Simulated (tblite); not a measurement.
Compound: C5H8BO2S (doublet state).
SMILES with atom numbers: `[CH3:1][C:2](=[S:3])[C@H:4]1[CH:5][O:6][BH:7][O:8][CH2:9]1` (hydrogens: H10, H11, H12 on C1; H13 on C4; H14 on C5; H15 on B7; H16, H17 on C9)
Bond orders are those of one Lewis drawing.

Computed with GFN2-xTB (tblite), gas phase: L-BFGS steps from a force-field or distance-geometry start until the largest atomic force falls under 0.01 eV/Å.

Step 24: E = -745.5919 eV
```
atom  x, y, z in Å  |  force x, y, z in eV/Å
C1     -1.6533    1.2165   -0.6022    0.006  -0.005   0.018
C2     -1.2956   -0.2166   -0.7989   -0.074  -0.105   0.010
S3     -2.3010   -1.2352   -1.5682   -0.124  -0.106  -0.086
C4      0.0070   -0.7070   -0.2630    0.020   0.023  -0.072
C5      1.1441    0.0964   -0.7912    0.086   0.123   0.035
O6      2.3140    0.0788   -0.1386    0.087   0.074   0.139
B7      2.3689   -0.3127    1.1680    0.119  -0.056   0.104
O8      1.2556   -0.5567    1.8783    0.059  -0.185   0.021
C9     -0.0117   -0.6209    1.2895    0.003   0.004   0.075
H10    -2.5986    1.2820   -0.0653   -0.066   0.034  -0.027
H11    -1.7989    1.6960   -1.5688   -0.028   0.022  -0.020
H12    -0.8918    1.7563   -0.0481    0.059   0.066   0.003
H13     0.1483   -1.7687   -0.5083   -0.010   0.032  -0.134
H14     0.9970    0.9572   -1.4271    0.006  -0.143  -0.085
H15     3.3872   -0.3953    1.7303    0.039   0.082  -0.140
H16    -0.5782    0.2585    1.5979   -0.085   0.131   0.133
H17    -0.4997   -1.5167    1.6856   -0.097   0.008   0.025
```

Step 25: E = -745.5997 eV
```
atom  x, y, z in Å  |  force x, y, z in eV/Å
C1     -1.6518    1.2184   -0.6026   -0.021  -0.047   0.002
C2     -1.2992   -0.2192   -0.7960   -0.036  -0.024  -0.026
S3     -2.3005   -1.2414   -1.5697   -0.070  -0.029  -0.022
C4      0.0081   -0.7013   -0.2623   -0.100  -0.045  -0.006
C5      1.1399    0.1049   -0.7881    0.160   0.033   0.097
O6      2.3121    0.0834   -0.1398    0.109   0.083   0.192
B7      2.3714   -0.3162    1.1660    0.020  -0.040   0.083
O8      1.2589   -0.5727    1.8762    0.040  -0.196   0.006
C9     -0.0124   -0.6270    1.2923   -0.014   0.070   0.090
H10    -2.5978    1.2795   -0.0666   -0.071   0.065  -0.025
H11    -1.7984    1.6964   -1.5708   -0.027   0.003   0.006
H12    -0.8924    1.7654   -0.0486    0.024  -0.014  -0.030
H13     0.1521   -1.7610   -0.5076    0.008  -0.032  -0.160
H14     1.0021    0.9501   -1.4396   -0.025  -0.046  -0.145
H15     3.3871   -0.3882    1.7319    0.066   0.065  -0.145
H16    -0.5708    0.2583    1.6054   -0.053   0.100   0.114
H17    -0.5154   -1.5173    1.6899   -0.008   0.056  -0.033
```

Step 26: E = -745.6082 eV
```
atom  x, y, z in Å  |  force x, y, z in eV/Å
C1     -1.6497    1.2194   -0.6027   -0.063  -0.063  -0.019
C2     -1.3033   -0.2231   -0.7936    0.016   0.071  -0.054
S3     -2.3009   -1.2501   -1.5706    0.002   0.067   0.056
C4      0.0092   -0.6947   -0.2608   -0.157  -0.089   0.072
C5      1.1381    0.1172   -0.7813    0.144   0.043   0.062
O6      2.3113    0.1007   -0.1348    0.061   0.067   0.214
B7      2.3729   -0.3187    1.1666    0.009  -0.022   0.089
O8      1.2612   -0.5883    1.8758    0.013  -0.191  -0.012
C9     -0.0147   -0.6302    1.2969   -0.017   0.086   0.075
H10    -2.5978    1.2789   -0.0697   -0.065   0.084  -0.013
H11    -1.7984    1.6959   -1.5724   -0.017  -0.017   0.022
H12    -0.8922    1.7761   -0.0497   -0.028  -0.123  -0.073
H13     0.1581   -1.7525   -0.5077    0.024  -0.073  -0.166
H14     1.0035    0.9375   -1.4657    0.001  -0.066  -0.090
H15     3.3916   -0.3954    1.7309    0.016   0.067  -0.168
H16    -0.5688    0.2589    1.6165    0.005   0.039   0.082
H17    -0.5270   -1.5198    1.6923    0.056   0.121  -0.076
```

Step 27: E = -745.6175 eV
```
atom  x, y, z in Å  |  force x, y, z in eV/Å
C1     -1.6494    1.2198   -0.6031   -0.098  -0.058  -0.038
C2     -1.3074   -0.2262   -0.7916    0.069   0.140  -0.068
S3     -2.3019   -1.2576   -1.5713    0.066   0.148   0.121
C4      0.0093   -0.6890   -0.2586   -0.123  -0.082   0.108
C5      1.1396    0.1298   -0.7743    0.050  -0.044   0.104
O6      2.3122    0.1177   -0.1259   -0.030   0.073   0.163
B7      2.3745   -0.3237    1.1688   -0.090   0.012   0.045
O8      1.2651   -0.6129    1.8751   -0.038  -0.146  -0.020
C9     -0.0160   -0.6320    1.3026   -0.016   0.074   0.014
H10    -2.5997    1.2801   -0.0733   -0.047   0.090  -0.003
H11    -1.7993    1.6954   -1.5737   -0.009  -0.035   0.027
H12    -0.8929    1.7850   -0.0524   -0.073  -0.214  -0.100
H13     0.1644   -1.7449   -0.5115    0.026  -0.071  -0.138
H14     1.0060    0.9219   -1.4900    0.039  -0.039  -0.067
H15     3.3929   -0.3947    1.7250    0.101   0.039  -0.096
H16    -0.5642    0.2613    1.6311    0.089  -0.016   0.037
H17    -0.5400   -1.5180    1.6932    0.084   0.131  -0.090
```

**Question.** Estimate the geometry and energy of step 28. (The exact step hangs on the optimiser's Hessian estimate; all steps are aligned on step 27, rigid shifts and turns removed.)

**Answer.** E = -745.6264 eV, largest force 0.280 eV/Å
```
atom  x, y, z in Å  |  force x, y, z in eV/Å
C1     -1.6510    1.2194   -0.6041   -0.112  -0.027  -0.046
C2     -1.3095   -0.2268   -0.7906    0.101   0.148  -0.053
S3     -2.3014   -1.2624   -1.5693    0.092   0.180   0.142
C4      0.0087   -0.6842   -0.2545   -0.025  -0.046   0.087
C5      1.1417    0.1415   -0.7662   -0.077  -0.030   0.056
O6      2.3118    0.1400   -0.1130   -0.130   0.061   0.092
B7      2.3741   -0.3282    1.1723   -0.096   0.047   0.034
O8      1.2677   -0.6378    1.8752   -0.064  -0.087  -0.021
C9     -0.0171   -0.6317    1.3081   -0.006   0.023  -0.052
H10    -2.6028    1.2834   -0.0772   -0.039   0.080   0.009
H11    -1.8007    1.6941   -1.5749   -0.012  -0.037   0.001
H12    -0.8948    1.7897   -0.0569   -0.082  -0.251  -0.093
H13     0.1718   -1.7385   -0.5166    0.006  -0.032  -0.086
H14     1.0075    0.9043   -1.5177    0.099  -0.103   0.048
H15     3.3965   -0.3992    1.7174    0.124   0.018  -0.044
H16    -0.5603    0.2629    1.6467    0.158  -0.036  -0.005
H17    -0.5491   -1.5144    1.6915    0.063   0.093  -0.069
```

The energy changes by -0.0090 eV. The first-order estimate −F·Δx gives -0.0124 eV and the mean of the old and new forces, exact on a quadratic surface, -0.0089 eV. The step makes an angle of 70° with the force vector and moves no atom by more than 0.033 Å.

What follows is the cost of the whole relaxation. The run took 0.67 s on Arm Neoverse V2, one thread, shared host.
